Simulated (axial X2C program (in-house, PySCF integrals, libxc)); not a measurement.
Worked dissociation energy of CoGe: HF, scalar-relativistic

All values were computed with an axial X2C code built on PySCF integrals. Spin-free means the one-electron spin-free X2C Hamiltonian. Basis: Ge dyall-cv3z [9s9p7d4f1g], Co dyall-cv3z [9s10p6d3f2g] (cores contracted in-house); Gaussian nuclei, density fitting, unrestricted open shells. Masses: Ge 73.921 u, Co 58.933 u.

Molecular state: M_S = 1/2, Λ = 3 (beyond evenly filled blocks: σα, π+β, δ+α, δ+β, δ-α).

```
E(Ge) (2M_S = 2, M_L = 0) : -2097.117072 hartree
E(Co) (2M_S = 3, M_L = 2) : -1391.911106 hartree
E(CoGe) at Re             : -3489.048289 hartree
ωe                        : 185.3 cm⁻¹
ωexe                      : 1.07 cm⁻¹
```

(1) Work out De and D0.

The state is one determinant whose occupation by symmetry is held fixed; it was picked as the lowest of a PBE0 search that is not exhaustive. De is counted from the lowest determinant-based energies of the atoms at the same level, without counterpoise correction. Other states lie close and PBE0, whose exact exchange favours high spin, may order them wrongly; the determinant shown need not be the ground state. The nearest other spin-free determinant of the search, M_S = 3/2, Λ = 3, lies 0.06 eV up at the distance of the search. With several unpaired electrons one determinant need not be a pure state. The determinant is spin-polarised beyond a pure state at some levels (its spin-free form has ⟨S²⟩ too high), which makes Re and μ there less reliable. Spin-free De lacks the spin–orbit lowering of the heavy p-block atom, a tenth of an eV or more for 4p and 5p, up to an eV for 6p and one to two eV for 7p atoms, less what an open-shell molecule gains itself.

Hartree–Fock lacks correlation and underbinds, often by eV.

Each atomic determinant is the lowest at this level and need not be a pure term. Totals compare only within one Hamiltonian and basis.

Answers

(1) De = -2097.117072 + (-1391.911106) − (-3489.048289) = 0.02011 hartree = 0.547 eV. The zero-point energy is ωe/2 − ωexe/4 = 92 cm⁻¹ = 0.011 eV, so D0 = 0.536 eV.
